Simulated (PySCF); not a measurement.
Frontier levels across methods

Species: C2H8GeOSi2.
Cartesian coordinates in Å at the PBE0-D3(BJ)/def2-SVP level; atoms count from 1:
```xyz
14
C2H8GeOSi2 angstrom
Si    -2.9534    0.2750    0.2884
O     -2.2263    0.7019   -1.1427
Si    -0.8196    1.2432   -1.8219
C      0.5977    0.8131   -0.7366
C      1.5288    0.5062   -0.0033
Ge     2.9617    0.0214    1.1531
H     -2.0534   -0.6086    1.0877
H     -4.2130   -0.4520   -0.0338
H     -3.2755    1.4955    1.0868
H     -0.8669    2.7232   -1.9832
H     -0.6391    0.5875   -3.1443
H      2.3881   -0.2274    2.5551
H      3.6207   -1.2546    0.6112
H      3.9767    1.1723    1.1874
```

Basis pcSseg-1 throughout (PySCF), one geometry. Isolated species at its PBE0-D3(BJ)/def2-SVP geometry (one conformer only). The calculation is non-relativistic, for germanium too.

Q: How do the orbital energies, the gap and the dipole change with the method?

A: 
| method | kind | HOMO (eV) | LUMO (eV) | gap (eV) | μ (D) | SCF cycles |
| --- | --- | --- | --- | --- | --- | --- |
| BLYP | GGA | -6.72 | -1.55 | 5.17 | 1.20 | 15 |
| B97-D | GGA | -6.86 | -1.61 | 5.25 | 1.20 | 15 |
| OPBE | GGA | -6.88 | -1.62 | 5.26 | 1.21 | 14 |
| PBE | GGA | -6.89 | -1.75 | 5.15 | 1.23 | 15 |
| KT2 | GGA | -6.90 | -1.84 | 5.06 | 1.23 | 15 |
| KT3 | GGA | -6.90 | -1.71 | 5.19 | 1.20 | 14 |
| LDA | LDA | -7.00 | -1.98 | 5.02 | 1.32 | 15 |
| BP86 | GGA | -7.00 | -1.84 | 5.16 | 1.22 | 15 |
| B3LYP | global hybrid | -7.85 | -1.02 | 6.83 | 1.25 | 13 |
| B97-2 | global hybrid | -7.86 | -0.88 | 6.98 | 1.25 | 12 |
| PBE0 | global hybrid | -8.11 | -0.87 | 7.24 | 1.27 | 12 |
| mPW1PW91 | global hybrid | -8.13 | -0.87 | 7.26 | 1.27 | 12 |
| BHandHLYP | global hybrid | -9.14 | 0.17 | 9.30 | 1.29 | 12 |
| CAM-B3LYP | range-separated hybrid | -9.40 | 0.28 | 9.68 | 1.28 | 12 |
| wB97X-D | range-separated hybrid | -9.96 | 0.89 | 10.85 | 1.26 | 13 |
| HF | Hartree–Fock | -10.77 | 2.63 | 13.40 | 1.29 | 12 |
| LC-wPBE | range-separated hybrid | -10.83 | 1.36 | 12.19 | 1.29 | 13 |

The HOMO spans 4.11 eV, from BLYP down to LC-wPBE, and the gap runs from 5.02 eV (LDA) to 13.40 eV (HF). Over the methods BLYP (0 %), B97-D (0 %), OPBE (0 %), PBE (0 %), KT2 (0 %), KT3 (0 %), LDA (0 %), BP86 (0 %), B3LYP (20 %), B97-2 (21 %), PBE0 (25 %), mPW1PW91 (25 %), BHandHLYP (50 %), HF (100 %), a straight line through the gap against the share of exact exchange rises by 0.83 eV for each 10 % (correlation coefficient 1.000). The dipole ranges from 1.20 D (B97-D) to 1.32 D (LDA). This basis has no diffuse functions.
